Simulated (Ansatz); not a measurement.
Molecule: C$_{5}$H$_{9}$O, charge 0, multiplicity 2. It need not be the lowest isomer of its formula. SMILES: [CH2]C(CCC)=O
Structure (B3LYP-D3(BJ)/def2-TZVP (Ansatz, an electronic-structure program) minimum search):
```xyz
15

C      2.5775     0.6360    -0.5452
C      1.3859    -0.2012    -0.0909
C      0.0685     0.5504    -0.2131
C     -1.1465    -0.2491     0.2299
O     -1.0474    -1.4035     0.6479
C     -2.4316     0.3853     0.1475
H      2.6730     1.5472     0.0506
H      2.4765     0.9359    -1.5914
H      3.5105     0.0783    -0.4493
H      1.3267    -1.1219    -0.6753
H      1.5206    -0.5185     0.9453
H     -0.0965     0.8723    -1.2483
H      0.0976     1.4763     0.3737
H     -2.5462     1.3982    -0.2159
H     -3.3067    -0.1684     0.4584
```
Charge 0, spin multiplicity 2.

Parts of the frozen-core correlation energy in cc-pwCVTZ (Ansatz, hartree). Frozen orbitals: 6; correlated occupied orbitals by spin: 18 and 17; virtual: 360 and 361. UHF or UKS for open shells. No spin-orbit coupling. No relativistic terms.

| term | value |
|---|---|
| reference (HF) | -269.51080 |
| MP2 opposite-spin | -0.80566 |
| MP2 same-spin | (withheld) |
| CCSD correlation | (withheld) |
| (T) | (withheld) |
| T1 diagnostic | 0.021 |
| largest doubles amplitude | 0.032 |
| <S^2> of the reference | 0.891 |

### Question
Some entries are withheld; supply them.

### Answer

- MP2 same-spin, value: -0.24709
- CCSD correlation, value: -1.11145
- (T), value: -0.04656
